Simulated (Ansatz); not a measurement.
Computed with Ansatz on PBE0-D4/def2-TZVP structures; ΔE is electronic, products minus reactants. CCSD(T)/CBS adds triple-zeta CCSD(T) − MP2 to the extrapolated MP2 energy (def2 sets, frozen cores). Functionals use def2-TZVPP. B3LYP here is the variant with VWN-RPA as its local correlation; programs differ in this. One conformer a species, not always the lowest.

Reaction (isomerisation): `NC([SiH3])[SiH2]O` → `C[Si](N)(O)[SiH3]`

Question: Is it downhill or uphill in electronic energy at CCSD(T)/CBS, and by how much? (An estimate is asked.)

Answer: The calculation gave: Downhill: ΔE = -163.3 kJ/mol.

Question: What do these levels give: r2SCAN-D4, PBE0-D4, B3LYP-D4, ωB97M-V, B2PLYP, PBE0, B3LYP, CCSD/def2-TZVPP, HF/def2-QZVPP, MP2/def2-QZVPP, MP2/CBS(def2), CCSD/CBS(def2)? (An estimate is asked.)

Answer: Ansatz gave: r2SCAN-D4 -168.9, PBE0-D4 -166.4, B3LYP-D4 -163.2, ωB97M-V -158.6, B2PLYP -163.3, PBE0 -166.9, B3LYP -164.6, CCSD/def2-TZVPP -161.2, HF/def2-QZVPP -162.1, MP2/def2-QZVPP -162.0, MP2/CBS(def2) -163.2, CCSD/CBS(def2) -164.1 kJ/mol.

Largest T1 diagnostic among the species: 0.012.
